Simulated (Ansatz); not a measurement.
Species: GeH2BrF, charge 0, singlet. GeH2BrF (SMILES [F][GeH2][Br]).
B3LYP-D3(BJ)/def2-TZVP minimum from Ansatz (an electronic-structure program):
```
Ge
F 1 1.7426
H 1 1.5298 2 106.78
H 1 1.5298 3 117.14 2 119.57
Br 1 2.3065 3 109.41 4 125.21
```
Charge 0, spin multiplicity 1.

Hartree-Fock and CCSD correlation energies in hartree (Ansatz). Open shells are spin-unrestricted; no spin-orbit coupling. Correlated methods leave the cores frozen (noble-gas shells, and filled d and f shells in the p block). No relativity. Spin-orbit terms, left out, reach several kcal/mol for Br and I, and more for heavier atoms.

| basis | X | E(HF) | E(corr, CCSD) |
|---|---|---|---|
| cc-pVTZ | 3 | -4748.59313 | -0.55788 |
| cc-pVQZ | 4 | -4748.61012 | -0.60547 |
| cc-pV5Z | 5 | -4748.61311 | withheld |

### Question
Fit E(corr) = E∞ + A/X³ to X = 3 and 4, predict X = 5, and compare with the run.

### Answer
A = (-0.55788 - (-0.60547))/(1/27 - 1/64) = 2.2226; E∞ = -0.60547 - A/64 = -0.64020; at X = 5, E∞ + A/125 = -0.62242. The run gave -0.62253, 0.11 mEh below the prediction. The same form on X = 4 and 5 gives E∞ = -0.64043, 0.23 mEh below the first estimate.
